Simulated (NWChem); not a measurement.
System: CH₄GeO₃; SMILES [OH][GeH]1[O]C[O]1

Output (shortened):

```
             Northwest Computational Chemistry Package (NWChem) 7.3.0
             --------------------------------------------------------

 CS  symmetry detected

                             Geometry "geometry" -> ""
                             -------------------------

 Output coordinates in angstroms (scale by  1.889725989 to convert to a.u.)

  No.       Tag          Charge          X              Y              Z
 ---- ---------------- ---------- -------------- -------------- --------------
    1 O                    8.0000     0.74331173     1.83366210     0.00000000
    2 Ge                  32.0000    -0.33184391     0.41972265     0.00000000
    3 O                    8.0000     0.10313504    -0.94541176    -1.13347300
    4 C                    6.0000     0.34257546    -1.78878421     0.00000000
    5 O                    8.0000     0.10313504    -0.94541176     1.13347300
    6 H                    1.0000     1.68188066     1.56234017     0.00000000
    7 H                    1.0000    -1.74950918     1.01942502     0.00000000
    8 H                    1.0000    -0.35997797    -2.65702491     0.00000000
    9 H                    1.0000     1.39450455    -2.16586847     0.00000000

 Effective nuclear repulsion energy (a.u.)     407.1959398329

      Symmetry information
      --------------------

 Group name             Cs
 Group number              2
 Group order               2
 No. of unique centers     8

                                Z-matrix (autoz)
                                --------

 Units are Angstrom for bonds and degrees for angles

      Type          Name      I     J     K     L     M      Value
      ----------- --------  ----- ----- ----- ----- ----- ----------
    1 Stretch                  1     2                       1.77628
    2 Stretch                  1     6                       0.97700
    3 Stretch                  2     3                       1.82690
    4 Stretch                  2     4                       2.30919
    5 Stretch                  2     5                       1.82690
    6 Stretch                  2     7                       1.53929
    7 Stretch                  3     4                       1.43296
    8 Stretch                  4     5                       1.43296
    9 Stretch                  4     8                       1.11688
   10 Stretch                  4     9                       1.11747
   11 Bend                     1     2     3               116.78830
   12 Bend                     1     2     4               125.76946
   13 Bend                     1     2     5               116.78830
   14 Bend                     1     2     7               104.31987
   15 Bend                     2     1     6               111.12571
   16 Bend                     2     3     4                89.35887
   17 Bend                     2     4     3                52.28789
   18 Bend                     2     4     5                52.28789
   19 Bend                     2     4     8               124.04001
   20 Bend                     2     4     9               126.70248
   21 Bend                     2     5     4                89.35887
   22 Bend                     3     2     4                38.35323
   23 Bend                     3     2     5                76.69589
   24 Bend                     3     2     7               120.69090
   25 Bend                     3     4     5               104.55850
   26 Bend                     3     4     8               110.63549
   27 Bend                     3     4     9               110.84848
   28 Bend                     4     2     5                38.35323
   29 Bend                     4     2     7               129.91067
   30 Bend                     5     2     7               120.69090
   31 Bend                     5     4     8               110.63549
   32 Bend                     5     4     9               110.84848
   33 Bend                     8     4     9               109.25751
   34 Torsion                  1     2     3     4         114.65762
   35 Torsion                  1     2     4     3         -89.12487
   36 Torsion                  1     2     4     5          89.12487
   37 Torsion                  1     2     4     8         180.00000
   38 Torsion                  1     2     4     9           0.00000
   39 Torsion                  1     2     5     4        -114.65762
   40 Torsion                  2     3     4     5          -1.43048
   41 Torsion                  2     3     4     8         117.70498
   42 Torsion                  2     3     4     9        -120.92705
   43 Torsion                  2     5     4     3           1.43048
   44 Torsion                  2     5     4     8        -117.70498
   45 Torsion                  2     5     4     9         120.92705
   46 Torsion                  3     2     1     6         -44.02940
   47 Torsion                  3     2     4     5         178.24975
   48 Torsion                  3     2     4     8         -90.87513
   49 Torsion                  3     2     4     9          89.12487
   50 Torsion                  3     2     5     4          -1.11589
   51 Torsion                  3     4     2     5        -178.24975
   52 Torsion                  3     4     2     7          90.87513
   53 Torsion                  4     2     1     6           0.00000
   54 Torsion                  4     3     2     5           1.11589
   55 Torsion                  4     3     2     7        -116.88972
   56 Torsion                  4     5     2     7         116.88972
   57 Torsion                  5     2     1     6          44.02940
   58 Torsion                  5     2     4     8          90.87513
   59 Torsion                  5     2     4     9         -89.12487
   60 Torsion                  5     4     2     7         -90.87513
   61 Torsion                  6     1     2     7         180.00000
   62 Torsion                  7     2     4     8          -0.00000
   63 Torsion                  7     2     4     9         180.00000

  xc_inp: hfexch multiplicative factor not found.

                           NWChem Geometry Optimization
                           ----------------------------

 maximum gradient threshold         (gmax) =   0.000450
 rms gradient threshold             (grms) =   0.000300
 maximum cartesian step threshold   (xmax) =   0.001800
 rms cartesian step threshold       (xrms) =   0.001200
 fixed trust radius                (trust) =   0.300000
 source of zmatrix                         =   autoz

          -------------------
          Energy Minimization
          -------------------

 Using diagonal initial Hessian
 Scaling for Hessian diagonals: bonds = 1.00  angles = 0.25  torsions = 0.10

          --------
          Step   0

                                 NWChem DFT Module
                                 -----------------

 Summary of "ao basis" -> "ao basis" (spherical)
 ------------------------------------------------------------------------------
       Tag                 Description            Shells   Functions and Types
 ---------------- ------------------------------  ------  ---------------------
 O                           3-21g                   5        9   3s2p
 Ge                          3-21g                  10       22   5s4p1d
 C                           3-21g                   5        9   3s2p
 H                           3-21g                   2        2   2s

      Symmetry analysis of basis
      --------------------------

        a'         47
        a"         19

            General Information
            -------------------
          SCF calculation type: DFT
          Wavefunction type:  closed shell.
          No. of atoms     :     9
          No. of electrons :    66
           Alpha electrons :    33
            Beta electrons :    33
          Charge           :     0
          Spin multiplicity:     1
          Use of symmetry is: on ; symmetry adaption is: on
          Maximum number of iterations: 150
          AO basis - number of functions:    66
                     number of shells:    38
          Convergence on energy requested:  1.00D-06
          Convergence on density requested:  1.00D-05
          Convergence on gradient requested:  5.00D-04

              XC Information
              --------------
                     Hartree-Fock (Exact) Exchange  1.000

      Superposition of Atomic Density Guess
      -------------------------------------

 Sum of atomic energies:       -2327.83526157

      Non-variational initial energy
      ------------------------------

 Total energy =   -2329.351050
 1-e energy   =   -4057.565512
 2-e energy   =    1321.018523
 HOMO         =      -0.315698
 LUMO         =       0.052674

      Symmetry analysis of molecular orbitals - initial
      -------------------------------------------------

  Numbering of irreducible representations:

     1 a'          2 a"

  Orbital symmetries:

     1 a'          2 a'          3 a'          4 a'          5 a"
     6 a'          7 a'          8 a"          9 a'         10 a'
    11 a'         12 a'         13 a"         14 a'         15 a'
    16 a"         17 a'         18 a'         19 a"         20 a'
    21 a"         22 a'         23 a'         24 a'         25 a'
    26 a"         27 a'         28 a'         29 a"         30 a'
    31 a"         32 a"         33 a'         34 a'         35 a"
    36 a'         37 a'         38 a'         39 a"         40 a'
    41 a'         42 a'         43 a'

   convergence    iter        energy       DeltaE   RMS-Dens  Diis-err
 ---------------- ----- ----------------- --------- --------- ---------
 d= 0,ls=0.0,diis     1  -2328.5964577325 -2.74D+03  1.41D-02  1.05D+00
 d= 0,ls=0.0,diis     2  -2328.6887084979 -9.23D-02  4.30D-03  3.94D-01
 d= 0,ls=0.0,diis     3  -2328.7212139551 -3.25D-02  1.17D-03  3.27D-03
 d= 0,ls=0.0,diis     4  -2328.7221261766 -9.12D-04  3.05D-04  1.82D-04
 d= 0,ls=0.0,diis     5  -2328.7221843645 -5.82D-05  1.04D-04  2.55D-05
  Resetting Diis
 d= 0,ls=0.0,diis     6  -2328.7221908307 -6.47D-06  3.47D-05  2.63D-06
 d= 0,ls=0.0,diis     7  -2328.7221914877 -6.57D-07  7.84D-06  2.82D-07

         Total DFT energy =    -2328.722191487749
      One electron energy =    -4055.972841627954
           Coulomb energy =     1428.826827709656
    Exchange-Corr. energy =     -108.772117402394
 Nuclear repulsion energy =      407.195939832945

 Numeric. integr. density =        0.000000000000

                  Occupations of the irreducible representations
                  ----------------------------------------------

                     irrep           alpha         beta
                     --------     --------     --------
                     a'               23.0         23.0
                     a"               10.0         10.0

                       DFT Final Molecular Orbital Analysis
                       ------------------------------------

 Vector   31  Occ=2.000000D+00  E=-4.886247D-01  Symmetry=a"
              MO Center=  1.2D-01, -9.2D-01,  6.5D-15, r^2= 1.9D+00
   Bfn.  Coefficient  Atom+Function         Bfn.  Coefficient  Atom+Function
  ----- ------------  ---------------      ----- ------------  ---------------
    38      0.433894  3 O  px                56     -0.433894  5 O  px
    34      0.348338  3 O  px                52     -0.348338  5 O  px
    39      0.131164  3 O  py                57     -0.131164  5 O  py
    35      0.102931  3 O  py                53     -0.102931  5 O  py
     9      0.050697  1 O  pz                 5      0.045576  1 O  pz

[...]

      ----------------------
      Optimization converged
      ----------------------

  Step       Energy      Delta E   Gmax     Grms     Xrms     Xmax
  ---- ---------------- -------- -------- -------- -------- --------
@    6   -2328.73680506 -1.9D-06  0.00010  0.00003  0.00064  0.00148
                                     ok       ok       ok       ok

                                Z-matrix (autoz)
                                --------

 Units are Angstrom for bonds and degrees for angles

[...]

 Rotational Constants
 --------------------
 A=   0.256141 cm-1  (  0.368522 K)
 B=   0.099753 cm-1  (  0.143519 K)
 C=   0.092465 cm-1  (  0.133033 K)

 Temperature                      =   298.15K
 frequency scaling parameter      =   1.0000

 Zero-Point correction to Energy  =   39.119 kcal/mol  (  0.062340 au)
 Thermal correction to Energy     =   42.495 kcal/mol  (  0.067720 au)
 Thermal correction to Enthalpy   =   43.087 kcal/mol  (  0.068663 au)

 Total Entropy                    =   75.122 cal/mol-K
   - Translational                =   40.659 cal/mol-K (mol. weight = 137.9379)
   - Rotational                   =   26.015 cal/mol-K (symmetry #  =        1)
   - Vibrational                  =    8.448 cal/mol-K

 Cv (constant volume heat capacity) =   18.697 cal/mol-K
   - Translational                  =    2.979 cal/mol-K
   - Rotational                     =    2.979 cal/mol-K
   - Vibrational                    =   12.738 cal/mol-K

[normal modes left out]

 ----------------------------------------------------------------------------
 Normal Eigenvalue ||           Projected Infra Red Intensities
  Mode   [cm**-1]  || [atomic units] [(debye/angs)**2] [(KM/mol)] [arbitrary]
 ------ ---------- || -------------- ----------------- ---------- -----------
    1       -0.000 ||    0.000045           0.001         0.044       0.007
    2       -0.000 ||    0.000003           0.000         0.003       0.000
    3        0.000 ||    0.000001           0.000         0.001       0.000
    4        0.000 ||    0.000003           0.000         0.003       0.000
    5        0.000 ||    0.000140           0.003         0.136       0.021
    6        0.000 ||    0.000108           0.002         0.105       0.016
    7      197.585 ||    0.000138           0.003         0.134       0.021
    8      206.159 ||    0.020858           0.481        20.334       3.107
    9      347.987 ||    0.105798           2.441       103.138      15.758
   10      362.663 ||    0.275512           6.356       268.583      41.035
   11      591.938 ||    0.016098           0.371        15.694       2.398
   12      700.403 ||    0.290111           6.693       282.815      43.209
   13      709.388 ||    0.061010           1.408        59.476       9.087
   14      745.626 ||    0.000081           0.002         0.079       0.012
   15      905.789 ||    0.137297           3.168       133.843      20.449
   16      925.863 ||    0.132423           3.055       129.093      19.723
   17      966.624 ||    0.012946           0.299        12.620       1.928
   18     1003.464 ||    0.160933           3.713       156.885      23.969
   19     1112.723 ||    0.161364           3.723       157.306      24.034
   20     1214.889 ||    0.020309           0.469        19.798       3.025
   21     1242.412 ||    0.000030           0.001         0.029       0.004
   22     1484.165 ||    0.011878           0.274        11.579       1.769
   23     1716.678 ||    0.012744           0.294        12.423       1.898
   24     2320.104 ||    0.138062           3.185       134.590      20.563
   25     3277.895 ||    0.073704           1.700        71.850      10.977
   26     3339.638 ||    0.054778           1.264        53.400       8.159
   27     4005.262 ||    0.126441           2.917       123.261      18.832
 ----------------------------------------------------------------------------
```

Level: Hartree-Fock/3-21G. 

Task: Which NWChem input produces such a log?

Result: This is not unique; one that fits is the input that was run:
```
start job
memory heap 200 mb stack 900 mb global 1100 mb
geometry units angstroms
  O      0.749622    -1.831004     0.000000
  Ge    -0.342173    -0.429873     0.000000
  O      0.076638     0.940308    -1.133473
  C      0.306092     1.786452     0.000000
  O      0.076638     0.940308     1.133473
  H      1.684918    -1.548606     0.000000
  H     -1.752650    -1.046292     0.000000
  H     -0.406676     2.646327     0.000000
  H      1.353490     2.175945     0.000000
end
basis spherical
  * library 3-21g
end
dft
  xc hfexch
  iterations 150
end
driver
  maxiter 120
end
task dft optimize
task dft freq
```
